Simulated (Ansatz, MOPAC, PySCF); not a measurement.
Species: CH$_{5}$OSi, charge 0, multiplicity 2. SMILES: CO[SiH2]
Coordinates optimised at B3LYP-D3(BJ)/def2-TZVP (Ansatz, a first-principles code):
```
O
C 1 1.4191
H 2 1.0896 1 107.95
H 2 1.0933 3 108.81 1 120.36
H 2 1.0945 3 108.85 4 118.54
Si 1 1.6498 2 124.94 3 -164.94
H 6 1.4858 1 105.76 2 165.86
H 6 1.4962 7 110.89 1 118.84
```
Charge 0, spin multiplicity 2.

Wanted: enthalpy of formation at 298 K, in kcal/mol. Set-up: 6-311+G** with 5d, 6d on Na to Ar in Ansatz; PM7 with its own dispersion and hydrogen-bond terms; non-relativistic; 6-31G* and kin with 6d, 5d where marked; open shells spin-unrestricted; no dispersion term unless named; valence correlation only; no spin-orbit coupling. CBS marks a two-point X^-3 extrapolation of the correlation energy; Hartree-Fock from the larger set. Ab initio and DFT rows: single points at B3LYP-D3(BJ) geometries (Ansatz), with unscaled harmonic terms from B3LYP/6-31G* (Ansatz) at its own minima, enthalpies of formation by atomisation with measured atoms. Semi-empirical rows: MOPAC heats of formation at their own minima for 298 K.

Coupled cluster (Ansatz) is a level with limits of its own, used here on species with T1 under 0.025 (0.045 for open shells) and stable references: CCSD(T)/CBS(aug-cc-pV(T+d)Z,aug-cc-pV(Q+d)Z).

Value to compare with, CCSD(T)/CBS(aug-cc-pV(T+d)Z,aug-cc-pV(Q+d)Z) (Ansatz): -20.6 kcal/mol.

```json
[
 {"level": "AM1", "program": "MOPAC", "enthalpy of formation at 298 K (kcal/mol)": "-43.9", "difference": "-23.3"},
 {"level": "PM7", "program": "MOPAC", "enthalpy of formation at 298 K (kcal/mol)": "-50.2", "difference": "-29.6"},
 {"level": "HF/6-31G*", "program": "Ansatz", "enthalpy of formation at 298 K (kcal/mol)": "160.4", "difference": "181.0"},
 {"level": "PBE/STO-3G", "program": "Ansatz", "enthalpy of formation at 298 K (kcal/mol)": "-159.5", "difference": "-138.9"},
 {"level": "PBE/3-21G", "program": "Ansatz", "enthalpy of formation at 298 K (kcal/mol)": "-1.9", "difference": "18.7"},
 {"level": "PBE/6-31G*", "program": "Ansatz", "enthalpy of formation at 298 K (kcal/mol)": "-20.9", "difference": "-0.3"},
 {"level": "PBE/def2-SVP", "program": "Ansatz", "enthalpy of formation at 298 K (kcal/mol)": "-23.0", "difference": "-2.4"},
 {"level": "BP86/6-31G* (5d)", "program": "PySCF", "enthalpy of formation at 298 K (kcal/mol)": "-31.4", "difference": "-10.8"},
 {"level": "B3LYP/6-31+G*", "program": "Ansatz", "enthalpy of formation at 298 K (kcal/mol)": "-8.0", "difference": "12.6"},
 {"level": "B3LYP/cc-pVDZ", "program": "Ansatz", "enthalpy of formation at 298 K (kcal/mol)": "1.2", "difference": "21.8"},
 {"level": "PBE0/6-31G*", "program": "Ansatz", "enthalpy of formation at 298 K (kcal/mol)": "-8.9", "difference": "11.7"},
 {"level": "M06-2X/6-311+G**", "program": "PySCF", "enthalpy of formation at 298 K (kcal/mol)": "-11.9", "difference": "8.7"},
 {"level": "MP2/6-31G*", "program": "Ansatz", "enthalpy of formation at 298 K (kcal/mol)": "43.5", "difference": "64.1"},
 {"level": "r2SCAN-D4/def2-TZVPD", "program": "Ansatz + dftd4", "enthalpy of formation at 298 K (kcal/mol)": "-22.3", "difference": "-1.7"},
 {"level": "PBE0/def2-TZVPD", "program": "Ansatz", "enthalpy of formation at 298 K (kcal/mol)": "-14.1", "difference": "6.5"}
]
```

Among the 13 habitual levels, HF/6-31G* lies farthest from CCSD(T)/CBS(aug-cc-pV(T+d)Z,aug-cc-pV(Q+d)Z) (Ansatz) (181.0 kcal/mol) and PBE/6-31G* nearest (-0.3); 7 of 13 lie above it, and their mean absolute difference is 40.3 kcal/mol, the median 18.7. One case shows no general order.

The levels are drawn from those run, B3LYP/6-31G* more often than the rest, none by its result; left out are runs that failed, that the program found above a lower state of the same kind, or whose <S^2> lies over 0.5 above the pure value.
